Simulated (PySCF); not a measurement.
NP, charge +1, doublet (typed; the unrestricted solution is spin-contaminated), geometry from GFN2-xTB (a state made from the parent by changing its charge; the spin is typed, not shown lowest). Base run: MP2/def2-SVP (PySCF).

Input for PySCF:
```python
from pyscf import gto, scf, mp

mol = gto.Mole()
mol.atom = '''
    N    -0.00000000   -0.00000000   -0.98877074
    P     0.00000000    0.00000000    0.46142634
'''
mol.basis = 'def2-svp'
mol.charge = 1
mol.spin = 1
mol.verbose = 3
mol.build()

mf = scf.UHF(mol)
mf.kernel()

pt = mp.MP2(mf, frozen=6)
pt.kernel()
print('E(MP2) = %.10f' % pt.e_tot)
```

Variants of this job, named by their change:

```csv
change,basis functions,E (Eh),MP2 correlation (Eh),SCF-reference HOMO (eV),outcome
base,32,-394.80685,-0.19782,-20.53,converged
basis = STO-3G,14,-,-,-,not converged
basis = pc-1,32,-394.93742,-0.20216,-20.51,converged
basis = def2-SV(P),32,-394.80685,-0.19782,-20.53,converged
basis = pcseg-1,32,-394.91786,-0.19972,-20.54,converged
basis = 6-31G**,32,-394.94157,-0.19554,-20.47,converged
basis = cc-pVDZ,32,-394.96429,-0.19777,-20.49,converged
basis = cc-pV(D+d)Z,___,___,___,___,converged
basis = aug-pcseg-1,50,-394.92883,-0.20465,-20.51,converged
basis = aug-cc-pVDZ,50,-394.97311,-0.20325,-20.47,converged
basis = pc-2,64,___,___,-20.43,converged
basis = cc-pVTZ,64,___,___,___,converged
basis = def2-QZVPP,127,-395.07717,-0.26262,-20.43,converged
```

### Question
Some entries are withheld; supply them.

### Answer

- basis = cc-pV(D+d)Z, basis functions: 37
- basis = cc-pV(D+d)Z, E (Eh): -394.97470
- basis = cc-pV(D+d)Z, MP2 correlation (Eh): -0.19844
- basis = cc-pV(D+d)Z, SCF-reference HOMO (eV): -20.48
- basis = pc-2, E (Eh): -395.03704
- basis = pc-2, MP2 correlation (Eh): -0.23928
- basis = cc-pVTZ, E (Eh): -395.04671
- basis = cc-pVTZ, MP2 correlation (Eh): -0.24495
- basis = cc-pVTZ, SCF-reference HOMO (eV): -20.44

Totals compare only among sets that treat the same electrons; sets with core potentials leave the core out.

Open shells are given as the SCF converged; they aren't shown to be the lowest states, and a large step between rows can be another state.
